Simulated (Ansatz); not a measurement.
Geometry optimisation of `FC(F)(F)Sc1ccc(Sc2ccc(Sc3ccc(C(F)(F)F)cc3)cc2)cc1`.

```yaml
crystal:
  periodic: [false, false, false]
  atoms:
    - {symbol: F, position_ang: [6.076550, 1.327410, 2.042860]}
    - {symbol: C, position_ang: [6.207360, 2.051880, 0.926660]}
    - {symbol: F, position_ang: [6.968380, 3.098560, 1.220350]}
    - {symbol: F, position_ang: [4.990980, 2.504700, 0.618820]}
    - {symbol: S, position_ang: [6.956230, 1.100000, -0.442800]}
    - {symbol: C, position_ang: [5.488680, 0.266180, -1.030370]}
    - {symbol: C, position_ang: [4.683970, -0.465950, -0.169820]}
    - {symbol: C, position_ang: [3.557070, -1.094030, -0.663320]}
    - {symbol: C, position_ang: [3.246340, -1.002460, -2.015030]}
    - {symbol: S, position_ang: [1.854120, -1.845190, -2.710010]}
    - {symbol: C, position_ang: [0.686640, -1.797770, -1.369820]}
    - {symbol: C, position_ang: [-0.014870, -2.953150, -1.054310]}
    - {symbol: C, position_ang: [-0.957170, -2.928250, -0.043230]}
    - {symbol: C, position_ang: [-1.198890, -1.748180, 0.645160]}
    - {symbol: S, position_ang: [-2.353990, -1.765330, 2.002640]}
    - {symbol: C, position_ang: [-3.515960, -0.514890, 1.555380]}
    - {symbol: C, position_ang: [-4.341760, -0.030890, 2.568450]}
    - {symbol: C, position_ang: [-5.303290, 0.913910, 2.282810]}
    - {symbol: C, position_ang: [-5.443620, 1.380920, 0.979340]}
    - {symbol: C, position_ang: [-6.489140, 2.419570, 0.701600]}
    - {symbol: F, position_ang: [-6.215770, 3.589480, 1.313760]}
    - {symbol: F, position_ang: [-7.704330, 2.048690, 1.145300]}
    - {symbol: F, position_ang: [-6.631360, 2.699900, -0.600730]}
    - {symbol: C, position_ang: [-4.628140, 0.895550, -0.033520]}
    - {symbol: C, position_ang: [-3.668270, -0.056170, 0.252460]}
    - {symbol: C, position_ang: [-0.500690, -0.589610, 0.326300]}
    - {symbol: C, position_ang: [0.433610, -0.611570, -0.689830]}
    - {symbol: C, position_ang: [4.079260, -0.297850, -2.877570]}
    - {symbol: C, position_ang: [5.197340, 0.342890, -2.384520]}
    - {symbol: H, position_ang: [4.927890, -0.558660, 0.877100]}
    - {symbol: H, position_ang: [2.927270, -1.663590, 0.003520]}
    - {symbol: H, position_ang: [0.180410, -3.864190, -1.598310]}
    - {symbol: H, position_ang: [-1.502130, -3.820870, 0.220790]}
    - {symbol: H, position_ang: [-4.223490, -0.403710, 3.573630]}
    - {symbol: H, position_ang: [-5.944140, 1.295480, 3.062840]}
    - {symbol: H, position_ang: [-4.746550, 1.253580, -1.044760]}
    - {symbol: H, position_ang: [-3.046900, -0.443330, -0.540630]}
    - {symbol: H, position_ang: [-0.693940, 0.326660, 0.864070]}
    - {symbol: H, position_ang: [0.974900, 0.286480, -0.947750]}
    - {symbol: H, position_ang: [3.841330, -0.248370, -3.928260]}
    - {symbol: H, position_ang: [5.846070, 0.902170, -3.039270]}
basis:
  gaussian: {orbitals: def2-SVP, fitting: {mean_field: def2-universal-jkfit}}
hamiltonian: {xc: pbe, dispersion: d4}
scf: {lower_state_search: "off"}
output: {orbitals: {seedname: orbitals}}
relax: {f_tol: 0.03, max_steps: 70}
```

```sh
$ ansatz run in.yaml --threads 2 --pin off --events-out ev --progress --plain --max-ram 22528MiB --backend cuda --devices 0, --max-vram 18GiB
```

Shortened log:

```
Functional definition: PBE
mean field -69649.92551125 eV, -2559.5875521234 hartree, gradient 1.3e-6 eV, S^2 0.000000; 0 other end points of the search recorded, 0 dependent functions left out
relax step   1: F+E_penalty+E_count = -69651.70717799 eV  Δ(F+E_penalty+E_count) = +0.000e0 eV  max|allowed force component| = 9.626e-1 eV/Å  Δτ_max = 0.0000 Å  (23 SCF iters, accepted)
mean field -69650.25836988 eV, -2559.5997844525 hartree, gradient 2.8e-6 eV, S^2 0.000000; 0 other end points of the search recorded, 0 dependent functions left out
relax step   2: F+E_penalty+E_count = -69652.01656171 eV  Δ(F+E_penalty+E_count) = -3.094e-1 eV  max|allowed force component| = 3.659e-1 eV/Å  Δτ_max = 0.0993 Å  (19 SCF iters, accepted)
mean field -69650.30113449 eV, -2559.6013560229 hartree, gradient 1.8e-6 eV, S^2 0.000000; 0 other end points of the search recorded, 0 dependent functions left out
relax step   3: F+E_penalty+E_count = -69652.04982745 eV  Δ(F+E_penalty+E_count) = -3.327e-2 eV  max|allowed force component| = 9.232e-2 eV/Å  Δτ_max = 0.0641 Å  (20 SCF iters, accepted)
mean field -69650.31246440 eV, -2559.6017723893 hartree, gradient 1.4e-6 eV, S^2 0.000000; 0 other end points of the search recorded, 0 dependent functions left out
relax step   4: F+E_penalty+E_count = -69652.05747447 eV  Δ(F+E_penalty+E_count) = -7.647e-3 eV  max|allowed force component| = 2.874e-1 eV/Å  Δτ_max = 0.2000 Å  (21 SCF iters, accepted)
mean field -69650.31918213 eV, -2559.6020192614 hartree, gradient 2.1e-6 eV, S^2 0.000000; 0 other end points of the search recorded, 0 dependent functions left out
relax step   5: F+E_penalty+E_count = -69652.06323933 eV  Δ(F+E_penalty+E_count) = -5.765e-3 eV  max|allowed force component| = 1.410e-1 eV/Å  Δτ_max = 0.0313 Å  (20 SCF iters, accepted)
mean field -69650.32156455 eV, -2559.6021068135 hartree, gradient 1.2e-6 eV, S^2 0.000000; 0 other end points of the search recorded, 0 dependent functions left out
relax step   6: F+E_penalty+E_count = -69652.06553723 eV  Δ(F+E_penalty+E_count) = -2.298e-3 eV  max|allowed force component| = 5.995e-2 eV/Å  Δτ_max = 0.0644 Å  (20 SCF iters, accepted)
mean field -69650.32492450 eV, -2559.6022302895 hartree, gradient 2.4e-6 eV, S^2 0.000000; 0 other end points of the search recorded, 0 dependent functions left out
relax step   7: F+E_penalty+E_count = -69652.06756695 eV  Δ(F+E_penalty+E_count) = -2.030e-3 eV  max|allowed force component| = 2.493e-1 eV/Å  Δτ_max = 0.1956 Å  (20 SCF iters, accepted)
mean field -69650.32790014 eV, -2559.6023396421 hartree, gradient 2.3e-6 eV, S^2 0.000000; 0 other end points of the search recorded, 0 dependent functions left out
relax step   8: F+E_penalty+E_count = -69652.07071460 eV  Δ(F+E_penalty+E_count) = -3.148e-3 eV  max|allowed force component| = 8.860e-2 eV/Å  Δτ_max = 0.0129 Å  (21 SCF iters, accepted)
mean field -69650.32797655 eV, -2559.6023424503 hartree, gradient 2.5e-6 eV, S^2 0.000000; 0 other end points of the search recorded, 0 dependent functions left out
relax step   9: F+E_penalty+E_count = -69652.07143160 eV  Δ(F+E_penalty+E_count) = -7.170e-4 eV  max|allowed force component| = 5.022e-2 eV/Å  Δτ_max = 0.0301 Å  (19 SCF iters, accepted)
mean field -69650.33057630 eV, -2559.6024379895 hartree, gradient 1.0e-6 eV, S^2 0.000000; 0 other end points of the search recorded, 0 dependent functions left out
relax step  10: F+E_penalty+E_count = -69652.07380946 eV  Δ(F+E_penalty+E_count) = -2.378e-3 eV  max|allowed force component| = 6.285e-2 eV/Å  Δτ_max = 0.1092 Å  (21 SCF iters, accepted)
mean field -69650.33069798 eV, -2559.6024424611 hartree, gradient 2.6e-6 eV, S^2 0.000000; 0 other end points of the search recorded, 0 dependent functions left out
relax step  11: F+E_penalty+E_count = -69652.07378798 eV  Δ(F+E_penalty+E_count) = +2.148e-5 eV  max|allowed force component| = 2.543e-1 eV/Å  Δτ_max = 0.1960 Å  (20 SCF iters, rejected (line search))
mean field -69650.33248406 eV, -2559.6025080981 hartree, gradient 2.7e-6 eV, S^2 0.000000; 0 other end points of the search recorded, 0 dependent functions left out
relax step  12: F+E_penalty+E_count = -69652.07595213 eV  Δ(F+E_penalty+E_count) = -2.143e-3 eV  max|allowed force component| = 5.705e-2 eV/Å  Δτ_max = 0.0956 Å  (20 SCF iters, accepted)
mean field -69650.33344880 eV, -2559.6025435517 hartree, gradient 2.8e-6 eV, S^2 0.000000; 0 other end points of the search recorded, 0 dependent functions left out
relax step  13: F+E_penalty+E_count = -69652.07741971 eV  Δ(F+E_penalty+E_count) = -1.468e-3 eV  max|allowed force component| = 8.943e-2 eV/Å  Δτ_max = 0.0975 Å  (20 SCF iters, accepted)
mean field -69650.33395722 eV, -2559.6025622360 hartree, gradient 1.3e-6 eV, S^2 0.000000; 0 other end points of the search recorded, 0 dependent functions left out
relax step  14: F+E_penalty+E_count = -69652.07786597 eV  Δ(F+E_penalty+E_count) = -4.463e-4 eV  max|allowed force component| = 1.787e-1 eV/Å  Δτ_max = 0.1151 Å  (21 SCF iters, accepted)
mean field -69650.33485311 eV, -2559.6025951591 hartree, gradient 2.6e-6 eV, S^2 0.000000; 0 other end points of the search recorded, 0 dependent functions left out
relax step  15: F+E_penalty+E_count = -69652.07901812 eV  Δ(F+E_penalty+E_count) = -1.152e-3 eV  max|allowed force component| = 1.084e-1 eV/Å  Δτ_max = 0.0085 Å  (21 SCF iters, accepted)
mean field -69650.33560830 eV, -2559.6026229118 hartree, gradient 3.0e-6 eV, S^2 0.000000; 0 other end points of the search recorded, 0 dependent functions left out
relax step  16: F+E_penalty+E_count = -69652.08023271 eV  Δ(F+E_penalty+E_count) = -1.215e-3 eV  max|allowed force component| = 1.308e-2 eV/Å  Δτ_max = 0.0339 Å  (20 SCF iters, accepted)
mean field -69650.33622565 eV, -2559.6026455990 hartree, gradient 2.4e-6 eV, S^2 0.000000; 0 other end points of the search recorded, 0 dependent functions left out
relax step  17: F+E_penalty+E_count = -69652.08136160 eV  Δ(F+E_penalty+E_count) = -1.129e-3 eV  max|allowed force component| = 3.159e-2 eV/Å  Δτ_max = 0.0863 Å  (20 SCF iters, accepted)
mean field -69650.33504446 eV, -2559.6026021913 hartree, gradient 1.4e-6 eV, S^2 0.000000; 0 other end points of the search recorded, 0 dependent functions left out
relax step  18: F+E_penalty+E_count = -69652.08007618 eV  Δ(F+E_penalty+E_count) = +1.285e-3 eV  max|allowed force component| = 2.254e-1 eV/Å  Δτ_max = 0.1982 Å  (20 SCF iters, rejected (line search))
mean field -69650.33750913 eV, -2559.6026927663 hartree, gradient 9.9e-7 eV, S^2 0.000000; 0 other end points of the search recorded, 0 dependent functions left out
relax step  19: F+E_penalty+E_count = -69652.08247075 eV  Δ(F+E_penalty+E_count) = -1.109e-3 eV  max|allowed force component| = 4.653e-2 eV/Å  Δτ_max = 0.0963 Å  (21 SCF iters, accepted)
mean field -69650.33771486 eV, -2559.6027003266 hartree, gradient 1.3e-6 eV, S^2 0.000000; 0 other end points of the search recorded, 0 dependent functions left out
relax step  20: F+E_penalty+E_count = -69652.08290281 eV  Δ(F+E_penalty+E_count) = -4.321e-4 eV  max|allowed force component| = 9.445e-2 eV/Å  Δτ_max = 0.0987 Å  (21 SCF iters, accepted)
mean field -69650.33832247 eV, -2559.6027226557 hartree, gradient 2.2e-6 eV, S^2 0.000000; 0 other end points of the search recorded, 0 dependent functions left out
relax step  21: F+E_penalty+E_count = -69652.08343937 eV  Δ(F+E_penalty+E_count) = -5.366e-4 eV  max|allowed force component| = 4.266e-2 eV/Å  Δτ_max = 0.0063 Å  (15 SCF iters, accepted)
mean field -69650.33866512 eV, -2559.6027352479 hartree, gradient 1.0e-6 eV, S^2 0.000000; 0 other end points of the search recorded, 0 dependent functions left out
relax step  22: F+E_penalty+E_count = -69652.08394278 eV  Δ(F+E_penalty+E_count) = -5.034e-4 eV  max|allowed force component| = 1.555e-2 eV/Å  Δτ_max = 0.0380 Å  (21 SCF iters, accepted)
mean field -69650.33923461 eV, -2559.6027561762 hartree, gradient 1.8e-6 eV, S^2 0.000000; 0 other end points of the search recorded, 0 dependent functions left out
relax step  23: F+E_penalty+E_count = -69652.08445554 eV  Δ(F+E_penalty+E_count) = -5.128e-4 eV  max|allowed force component| = 1.662e-2 eV/Å  Δτ_max = 0.0781 Å  (20 SCF iters, accepted)
mean field -69650.33959941 eV, -2559.6027695825 hartree, gradient 2.5e-6 eV, S^2 0.000000; 0 other end points of the search recorded, 0 dependent functions left out
relax step  24: F+E_penalty+E_count = -69652.08447715 eV  Δ(F+E_penalty+E_count) = -2.161e-5 eV  max|allowed force component| = 7.032e-2 eV/Å  Δτ_max = 0.0903 Å  (20 SCF iters, accepted)
mean field -69650.33970236 eV, -2559.6027733659 hartree, gradient 2.8e-6 eV, S^2 0.000000; 0 other end points of the search recorded, 0 dependent functions left out
relax step  25: F+E_penalty+E_count = -69652.08471807 eV  Δ(F+E_penalty+E_count) = -2.409e-4 eV  max|allowed force component| = 2.431e-2 eV/Å  Δτ_max = 0.0192 Å  (20 SCF iters, accepted)
Total energy: -69652.08478271 eV, -2559.6669038860 hartree
Atom 0 at     5.526488     2.078161     1.466031 Å, force     0.024311     0.008373    -0.017578 eV/Å
Atom 1 at     6.424529     2.374045     0.502533 Å, force    -0.016230     0.004215     0.002681 eV/Å
Atom 2 at     7.415472     3.098752     1.049193 Å, force    -0.013230    -0.002624     0.000744 eV/Å
Atom 3 at     5.786588     3.134321    -0.409424 Å, force     0.011182    -0.013683     0.012547 eV/Å
Atom 4 at     7.177131     0.873261    -0.240196 Å, force    -0.004354     0.001977     0.001877 eV/Å
Atom 5 at     5.677616     0.135384    -0.877907 Å, force    -0.002381     0.000744    -0.001086 eV/Å
Atom 6 at     4.879832    -0.676001    -0.046873 Å, force     0.004344     0.000572    -0.000985 eV/Å
Atom 7 at     3.713083    -1.262137    -0.546723 Å, force    -0.003696    -0.000737    -0.002468 eV/Å
Atom 8 at     3.323157    -1.027264    -1.882715 Å, force    -0.000217    -0.002064     0.002059 eV/Å
Atom 9 at     1.894941    -1.795388    -2.616344 Å, force     0.000255     0.002612    -0.000624 eV/Å
Atom 10 at     0.700926    -1.804507    -1.295040 Å, force    -0.000800    -0.001946     0.000875 eV/Å
Atom 11 at    -0.135413    -2.931014    -1.173076 Å, force     0.001231     0.001155    -0.000066 eV/Å
Atom 12 at    -1.158850    -2.947956    -0.214510 Å, force    -0.000675    -0.000439     0.000798 eV/Å
Atom 13 at    -1.331326    -1.856520     0.655724 Å, force     0.000427     0.000304    -0.000354 eV/Å
Atom 14 at    -2.566728    -1.948853     1.939429 Å, force     0.000052    -0.000567    -0.001032 eV/Å
Atom 15 at    -3.686608    -0.631484     1.518085 Å, force    -0.001391    -0.000499     0.001802 eV/Å
Atom 16 at    -4.589000    -0.222271     2.524802 Å, force     0.002134     0.000208    -0.000750 eV/Å
Atom 17 at    -5.530858     0.775572     2.261276 Å, force    -0.001985    -0.001916    -0.002628 eV/Å
Atom 18 at    -5.579234     1.388825     0.996143 Å, force    -0.000742    -0.000009     0.001828 eV/Å
Atom 19 at    -6.551134     2.511820     0.741271 Å, force    -0.003161     0.003037    -0.002621 eV/Å
Atom 20 at    -6.052718     3.707876     1.151191 Å, force    -0.003708    -0.005848    -0.003131 eV/Å
Atom 21 at    -7.717991     2.326222     1.406822 Å, force     0.006711     0.002995    -0.003583 eV/Å
Atom 22 at    -6.845287     2.638079    -0.575604 Å, force     0.000723    -0.000287     0.009253 eV/Å
Atom 23 at    -4.682042     0.981471    -0.005383 Å, force     0.001717     0.000970    -0.001217 eV/Å
Atom 24 at    -3.744282    -0.026116     0.246458 Å, force    -0.000412     0.001222    -0.000858 eV/Å
Atom 25 at    -0.477693    -0.737053     0.547521 Å, force    -0.000973     0.000277     0.000636 eV/Å
Atom 26 at     0.513695    -0.698761    -0.435773 Å, force    -0.000159    -0.000924    -0.001829 eV/Å
Atom 27 at     4.123268    -0.216168    -2.713704 Å, force    -0.000626     0.001281     0.000565 eV/Å
Atom 28 at     5.299922     0.356113    -2.214795 Å, force     0.000875     0.000312     0.000537 eV/Å
Atom 29 at     5.186975    -0.851362     0.994324 Å, force    -0.000208     0.000707     0.000017 eV/Å
Atom 30 at     3.101482    -1.907309     0.100465 Å, force     0.000963     0.001177     0.000861 eV/Å
Atom 31 at     0.016356    -3.797057    -1.834646 Å, force     0.000064     0.000458     0.000235 eV/Å
Atom 32 at    -1.825088    -3.819135    -0.129910 Å, force     0.000731     0.000072    -0.000225 eV/Å
Atom 33 at    -4.546559    -0.689591     3.520425 Å, force    -0.000641    -0.000156     0.001362 eV/Å
Atom 34 at    -6.236123     1.085073     3.046148 Å, force    -0.000312     0.000881     0.002147 eV/Å
Atom 35 at    -4.728245     1.448664    -0.999683 Å, force    -0.000061    -0.000572    -0.000231 eV/Å
Atom 36 at    -3.057926    -0.346302    -0.549859 Å, force     0.000082    -0.000484    -0.000981 eV/Å
Atom 37 at    -0.609230     0.115081     1.230898 Å, force     0.000222    -0.000277    -0.000337 eV/Å
Atom 38 at     1.158576     0.187060    -0.530752 Å, force    -0.000106     0.000997     0.000494 eV/Å
Atom 39 at     3.810939    -0.022553    -3.750941 Å, force     0.000537    -0.000200     0.000329 eV/Å
Atom 40 at     5.921358     0.999024    -2.854900 Å, force    -0.000494    -0.001314     0.000939 eV/Å
Dipole moment:     0.241674    -0.528629    -0.153909 e Å
Checks for a lower state left out: stability, starts, cluster_reference, orbital_swaps, neighbouring_geometries, increment
```

It took 66 s on 2 threads of AMD EPYC 7R13 on a shared host and a share (18 GiB) of an NVIDIA H100 80GB HBM3, peak host memory 1.1 GiB.

Single mean-field runs in def2-SVP are fitted with def2-universal-jkfit.
